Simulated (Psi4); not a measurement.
Input file for Psi4: SAPT0/jun-cc-pV(D+d)Z on C2H8OSi (a complex), monomers drawn apart or pushed together.

```
memory 1800 MB

molecule dimer {
0 1
C     0.17191962    0.23390376   -0.28015803
O    -0.81601692   -0.03472223    0.34573301
H     1.15052900    0.38757413    0.21128807
H     0.15313179    0.34125618   -1.38118745
--
0 1
C    -1.36701651   -0.63580347    5.03887970
Si    0.42271650   -0.16812147    4.75125437
H    -1.44064135   -1.61742505    5.51082473
H    -1.90178450   -0.66599727    4.08970600
H    -1.85754277    0.08904392    5.69132751
H     1.16071897   -0.12299823    6.04021684
H     0.54358862    1.16971537    4.12169928
H     1.11079370   -1.15201960    3.87950158
units angstrom
symmetry c1
no_reorient
no_com
}

set {
  basis jun-cc-pV(D+d)Z
  scf_type df
  freeze_core true
}

energy('sapt0')
```

Program output:

```
[...]
==> Input File <==

--------------------------------------------------------------------------
memory 1800 MB

molecule dimer {
0 1
C     0.17191962    0.23390376   -0.28015803
O    -0.81601692   -0.03472223    0.34573301
H     1.15052900    0.38757413    0.21128807
H     0.15313179    0.34125618   -1.38118745
--
0 1
C    -1.36701651   -0.63580347    5.03887970
Si    0.42271650   -0.16812147    4.75125437
H    -1.44064135   -1.61742505    5.51082473
H    -1.90178450   -0.66599727    4.08970600
H    -1.85754277    0.08904392    5.69132751
H     1.16071897   -0.12299823    6.04021684
H     0.54358862    1.16971537    4.12169928
H     1.11079370   -1.15201960    3.87950158
units angstrom
symmetry c1
no_reorient
no_com
}

set {
  basis jun-cc-pV(D+d)Z
  scf_type df
  freeze_core true
}

energy('sapt0')
--------------------------------------------------------------------------


   => Loading Basis Set <=

    Name: JUN-CC-PV(D+D)Z
    Role: ORBITAL
    Keyword: BASIS
    atoms 1, 5      entry C          line   188 file jun-cc-pv_dpd_z.gbs
    atoms 2         entry O          line   256 file jun-cc-pv_dpd_z.gbs
    atoms 3-4, 7-12 entry H          line    60 file jun-cc-pv_dpd_z.gbs
    atoms 6         entry SI         line   566 file jun-cc-pv_dpd_z.gbs

   => Loading Basis Set <=

    Name: JUN-CC-PV(D+D)Z
    Role: ORBITAL
    Keyword: BASIS
    atoms 1, 5      entry C          line   188 file jun-cc-pv_dpd_z.gbs
    atoms 2         entry O          line   256 file jun-cc-pv_dpd_z.gbs
    atoms 3-4, 7-12 entry H          line    60 file jun-cc-pv_dpd_z.gbs
    atoms 6         entry SI         line   566 file jun-cc-pv_dpd_z.gbs


  //>>>>>>>>>>>>>>>>>>>>>>>>>>>>>>>>>>>//
  //              Dimer HF             //
  //<<<<<<<<<<<<<<<<<<<<<<<<<<<<<<<<<<<//

   => Libint2 <=

    Primary   basis highest AM E, G, H:  7, 6, 3
    Auxiliary basis highest AM E, G, H:  7, 7, 4
    Onebody   basis highest AM E, G, H:  -, -, -
    Solid Harmonics ordering:            Gaussian


   => Loading Basis Set <=

    Name: JUN-CC-PV(D+D)Z
    Role: ORBITAL
    Keyword: BASIS
    atoms 1, 5      entry C          line   188 file jun-cc-pv_dpd_z.gbs
    atoms 2         entry O          line   256 file jun-cc-pv_dpd_z.gbs
    atoms 3-4, 7-12 entry H          line    60 file jun-cc-pv_dpd_z.gbs
    atoms 6         entry SI         line   566 file jun-cc-pv_dpd_z.gbs


         ---------------------------------------------------------
                                   SCF
               by Justin Turney, Rob Parrish, Andy Simmonett
                          and Daniel G. A. Smith
                              RHF Reference
                        1 Threads,   1716 MiB Core
         ---------------------------------------------------------

  ==> Geometry <==

    Molecular point group: c1
    Full point group: C1

    Geometry (in Angstrom), charge = 0, multiplicity = 1:

       Center              X                  Y                   Z               Mass
    ------------   -----------------  -----------------  -----------------  -----------------
         C            0.171919620000     0.233903760000    -0.280158030000    12.000000000000
         O           -0.816016920000    -0.034722230000     0.345733010000    15.994914619570
         H            1.150529000000     0.387574130000     0.211288070000     1.007825032230
         H            0.153131790000     0.341256180000    -1.381187450000     1.007825032230
         C           -1.367016510000    -0.635803470000     5.038879700000    12.000000000000
         SI           0.422716500000    -0.168121470000     4.751254370000    27.976926534650
         H           -1.440641350000    -1.617425050000     5.510824730000     1.007825032230
         H           -1.901784500000    -0.665997270000     4.089706000000     1.007825032230
         H           -1.857542770000     0.089043920000     5.691327510000     1.007825032230
         H            1.160718970000    -0.122998230000     6.040216840000     1.007825032230
         H            0.543588620000     1.169715370000     4.121699280000     1.007825032230
         H            1.110793700000    -1.152019600000     3.879501580000     1.007825032230

  Running in c1 symmetry.

  Rotational constants: A =      0.29401  B =      0.01529  C =      0.01467 [cm^-1]
  Rotational constants: A =   8814.13942  B =    458.36429  C =    439.77252 [MHz]
  Nuclear repulsion =  138.633453331737996

  Charge       = 0
  Multiplicity = 1
  Electrons    = 42
  Nalpha       = 21
  Nbeta        = 21

  ==> Algorithm <==

  SCF Algorithm Type is DF.
  DIIS enabled.
  MOM disabled.
  Fractional occupation disabled.
  Guess Type is SAD.
  Energy threshold   = 1.00e-08
  Density threshold  = 1.00e-08
  Integral threshold = 1.00e-12

  ==> Primary Basis <==

  Basis Set: JUN-CC-PV(D+D)Z
    Blend: JUN-CC-PV(D+D)Z
    Number of shells: 59
    Number of basis functions: 121
    Number of Cartesian functions: 126
    Spherical Harmonics?: true
   
[...]
OCC [    13 ]
    NA   [    13 ]
    NB   [    13 ]

  @DF-RHF Final Energy:  -330.29934050746641

   => Energetics <=

    Nuclear Repulsion Energy =             62.8822946599945851
    One-Electron Energy =                -580.4660160064340744
    Two-Electron Energy =                 187.2843808389730214
    Total Energy =                       -330.2993405074664679

Computation Completed


Properties will be evaluated at   0.000000,   0.000000,   0.000000 [a0]

Properties computed using the SCF density matrix


 Multipole Moments:

 ------------------------------------------------------------------------------------
     Multipole            Electronic (a.u.)      Nuclear  (a.u.)        Total (a.u.)
 ------------------------------------------------------------------------------------

 L = 1.  Multiply by 2.5417464519 to convert [e a0] to [Debye]
 Dipole X            :          8.5186372           -8.8230092           -0.3043720
 Dipole Y            :         15.9258526          -16.0025830           -0.0767304
 Dipole Z            :       -238.2354424          238.2644467            0.0290044
 Magnitude           :                                                    0.3152319

 ------------------------------------------------------------------------------------

  Constructing Basis Sets for SAPT...

   => Loading Basis Set <=

    Name: (JUN-CC-PV(D+D)Z AUX)
    Role: RIFIT
    Keyword: DF_BASIS_SAPT
    atoms 1, 5      entry C          line   100 file jun-cc-pvdz-ri.gbs
    atoms 2         entry O          line   188 file jun-cc-pvdz-ri.gbs
    atoms 3-4, 7-12 entry H          line    30 file jun-cc-pvdz-ri.gbs
    atoms 6         entry SI         line   376 file jun-cc-pvdz-ri.gbs

   => Loading Basis Set <=

    Name: (JUN-CC-PV(D+D)Z AUX)
    Role: JKFIT
    Keyword: DF_BASIS_ELST
    atoms 1, 5      entry C          line   146 file jun-cc-pvdz-jkfit.gbs
    atoms 2         entry O          line   258 file jun-cc-pvdz-jkfit.gbs
    atoms 3-4, 7-12 entry H          line    70 file jun-cc-pvdz-jkfit.gbs
    atoms 6         entry SI         line   506 file jun-cc-pvdz-jkfit.gbs


  //>>>>>>>>>>>>>>>>>>>>>>>>>>>>>>>>>>>//
  //               SAPT0               //
  //<<<<<<<<<<<<<<<<<<<<<<<<<<<<<<<<<<<//



        SAPT0
    Ed Hohenstein
     6 June 2009

      Orbital Information
  --------------------------
    NSO        =       121
    NMO        =       121
    NRI        =       392
    NRI (Elst) =       542
    NOCC A     =         8
    NOCC B     =        13
    FOCC A     =         2
    FOCC B     =         6
    NVIR A     =       113
    NVIR B     =       108

    Elst10,r            =    -0.000860085250 [Eh]
    Exch10              =     0.000064998869 [Eh]
    Exch10 (S^2)        =     0.000064996499 [Eh]

    Maxiter = 50
    CPHF R converge = 1.000000E-08

    Iter     Energy [mEh]          dE [mEh]         Residual      Time [s]
       1      -0.00854487       0.008544870     8.862845e-04             0
       2      -0.00915613       0.000611256     3.418796e-04             0
       3      -0.01061748       0.001461359     8.182113e-05             0
       4      -0.01052187      -0.000095619     3.627062e-05             0
       5      -0.01050493      -0.000016932     9.639595e-06             0
       6      -0.01051744       0.000012503     1.747392e-06             0
       7      -0.01051620      -0.000001235     3.097407e-07             0
       8      -0.01051626       0.000000059     6.317416e-08             0
       9      -0.01051628       0.000000014     1.011773e-08             0
      10      -0.01051627      -0.000000005     1.861543e-09             0

    CHF Iterations converged

    Maxiter = 50
    CPHF R converge = 1.000000E-08

    Iter     Energy [mEh]          dE [mEh]         Residual      Time [s]
       1      -0.07220876       0.072208755     1.550874e-03             0
       2      -0.08126973       0.009060974     5.730065e-04             0
       3      -0.08488087       0.003611140     1.144669e-04             0
       4      -0.08480046      -0.000080413     3.346754e-05             0
       5      -0.08462445      -0.000176008     5.228923e-06             0
       6      -0.08464239       0.000017943     1.044695e-06             0
       7      -0.08464215      -0.000000245     2.060890e-07             0
       8      -0.08464172      -0.000000421     4.463103e-08             0
       9      -0.08464176       0.000000035     1.061965e-08             0
      10      -0.08464177       0.000000007     1.672908e-09             0

    CHF Iterations converged

    Ind20,r (A<-B)      =    -0.000010516271 [Eh]
    Ind20,r (B<-A)      =    -0.000084641767 [Eh]
    Ind20,r             =    -0.000095158038 [Eh]
    Exch-Ind20,r (A<-B) =     0.000003899357 [Eh]
    Exch-Ind20,r (B<-A) =     0.000007865141 [Eh]
    Exch-Ind20,r        =     0.000011764498 [Eh]
    Disp20              =    -0.000405041904 [Eh]
    Disp20 (SS)         =    -0.000202520952 [Eh]
    Disp20 (OS)         =    -0.000202520952 [Eh]
    Exch-Disp20         =     0.000006513005 [Eh]
    Exch-Disp20 (SS)    =     0.000003866560 [Eh]
    Exch-Disp20 (OS)    =     0.000002646445 [Eh]

    SAPT Results
  --------------------------------------------------------------------------------------------------------
    Electrostatics                 -0.86008525 [mEh]      -0.53971164 [kcal/mol]      -2.25815351 [kJ/mol]
      Elst10,r                     -0.86008525 [mEh]      -0.53971164 [kcal/mol]      -2.25815351 [kJ/mol]

    Exchange                        0.06499887 [mEh]       0.04078741 [kcal/mol]       0.17065451 [kJ/mol]
      Exch10                        0.06499887 [mEh]       0.04078741 [kcal/mol]       0.17065451 [kJ/mol]
      Exch10(S^2)                   0.06499650 [mEh]       0.04078592 [kcal/mol]       0.17064829 [kJ/mol]

    Induction                      -0.08868813 [mEh]      -0.05565264 [kcal/mol]      -0.23285064 [kJ/mol]
      Ind20,r                      -0.09515804 [mEh]      -0.05971257 [kcal/mol]      -0.24983740 [kJ/mol]
      Exch-Ind20,r                  0.01176450 [mEh]       0.00738233 [kcal/mol]       0.03088769 [kJ/mol]
      delta HF,r (2)               -0.00529458 [mEh]      -0.00332240 [kcal/mol]      -0.01390093 [kJ/mol]

    Dispersion                     -0.39852890 [mEh]      -0.25008066 [kcal/mol]      -1.04633748 [kJ/mol]
      Disp20                       -0.40504190 [mEh]      -0.25416763 [kcal/mol]      -1.06343737 [kJ/mol]
      Exch-Disp20                   0.00651301 [mEh]       0.00408697 [kcal/mol]       0.01709989 [kJ/mol]
      Disp20 (SS)                  -0.20252095 [mEh]      -0.12708382 [kcal/mol]      -0.53171869 [kJ/mol]
      Disp20 (OS)                  -0.20252095 [mEh]      -0.12708382 [kcal/mol]      -0.53171869 [kJ/mol]
      Exch-Disp20 (SS)              0.00386656 [mEh]       0.00242630 [kcal/mol]       0.01015165 [kJ/mol]
      Exch-Disp20 (OS)              0.00264645 [mEh]       0.00166067 [kcal/mol]       0.00694824 [kJ/mol]

  Total HF                         -0.88377451 [mEh]      -0.55457688 [kcal/mol]      -2.32034965 [kJ/mol]
  Total SAPT0                      -1.28230341 [mEh]      -0.80465754 [kcal/mol]      -3.36668713 [kJ/mol]

  Special recipe for scaled SAPT0 (see Manual):
    Electrostatics sSAPT0          -0.86008525 [mEh]      -0.53971164 [kcal/mol]      -2.25815351 [kJ/mol]
    Exchange sSAPT0                 0.06499887 [mEh]       0.04078741 [kcal/mol]       0.17065451 [kJ/mol]
    Induction sSAPT0               -0.08868684 [mEh]      -0.05565183 [kcal/mol]      -0.23284726 [kJ/mol]
    Dispersion sSAPT0              -0.39852819 [mEh]      -0.25008021 [kcal/mol]      -1.04633561 [kJ/mol]
  Total sSAPT0                     -1.28230141 [mEh]      -0.80465628 [kcal/mol]      -3.36668188 [kJ/mol]
  --------------------------------------------------------------------------------------------------------



*** Psi4 exiting successfully. Buy a developer a beer!
```

The run finished.

Cost: about 6 core-seconds (a rough figure).
